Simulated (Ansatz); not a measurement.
Mulliken charges of CH₆InNSe (`[NH2][InH][CH2][SeH]`) from ωB97M-V/def2-TZVPP in Ansatz (PBE0-D4/def2-TZVP geometry).

```
atom   x (Å)   y (Å)   z (Å)  charge (e)
  N1  -1.871  -0.416   0.409      -0.508
 In2  -0.497   0.976  -0.072       0.598
  C3   1.304   0.084  -0.836      -0.565
 Se4   2.278  -0.536   0.753      -0.092
  H5  -2.778  -0.201   0.786       0.118
  H6  -1.827  -1.372   0.097       0.117
  H7  -0.816   2.604   0.330      -0.084
  H8   1.174  -0.743  -1.532       0.170
  H9   1.961   0.826  -1.286       0.171
 H10   1.156  -1.273   1.353       0.075
```

Q: By hand: the dipole of these point charges (1 e Å = 4.8032 D).

A: Σ q r = (-0.144, 0.313, -0.150) e Å, of length 0.376 e Å = 1.81 D.

Q: How does the dipole of the full density compare? (Estimate.)

A: The calculation gave: (-0.222, -0.003, -0.259) e Å, 1.64 D; the point charges give 1.10 times that, at 57° from its direction.

Point charges leave out the atoms' own dipoles, such as those of lone pairs, and Mulliken's split depends on the basis, so the two needn't agree.
